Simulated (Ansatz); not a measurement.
`[AlH2][SeH]` + PH₃ → `P[SeH]` + `[AlH3]` at 500 K and 1 bar (ligand exchange at the Se–Al bond).

Isolated molecules relaxed with PBE0-D4/def2-TZVP in Ansatz; ΔE leaves out vibrations. CCSD(T)/CBS adds triple-zeta CCSD(T) − MP2 to the extrapolated MP2 energy (def2 sets, frozen cores). This one scheme is used for every species. For Se outer-core shells are correlated without core-valence functions, which leaves a few kJ/mol of doubt a bond. Scalar relativity is left out up to krypton.

| species | CCSD(T)/CBS energy (Eh) | H − E (kJ/mol) | S (J/(mol·K)) |
| --- | --- | --- | --- |
| `[AlH2][SeH]` | -2644.54675 | 84.4 | 318.1 |
| PH₃ | -342.72256 | 81.5 | 231.4 |
| `P[SeH]` | -2743.44381 | 93.6 | 313.2 |
| `[AlH3]` | -243.78045 | 68.7 | 232.2 |

H − E and S are ideal-gas, rigid-rotor, harmonic terms from PBE0-D4/def2-TZVP. 1 Eh = 2625.50 kJ/mol, R = 8.31446 J/(mol·K).

Q: By hand: ΔE, ΔH, ΔS and ΔG.

A: ΔE = (-2743.44381) + (-243.78045) − (-2644.54675) − (-342.72256) = 0.04505 Eh = 118.3 kJ/mol. Δ(H − E) = 93.6 + 68.7 − 84.4 − 81.5 = -3.6, so ΔH = 114.7 kJ/mol. ΔS = 313.2 + 232.2 − 318.1 − 231.4 = -4.1 J/(mol·K). ΔG = 114.7 − 500 × (-4.1)/1000 = 116.8 kJ/mol.

Q: By hand: the equilibrium constant, and the temperature at which ΔG would vanish if ΔH and ΔS stayed fixed.

A: log₁₀ K = −ΔG/(RT ln 10) = -12.2. ΔH and −TΔS have one sign here, so there is no such temperature.

The number of gas molecules stays the same, so ΔS is small and ΔH decides. A doubt of 5 kJ/mol in ΔE shifts log₁₀ K by 0.5 here. These are equilibria of isolated gas molecules and say nothing of rates. Largest T1 diagnostic: 0.013 (customary marks: 0.02 for closed shells, 0.045 for open ones).

ΔS is within the doubt of such terms, so its sign, and with it that verdict, could turn.
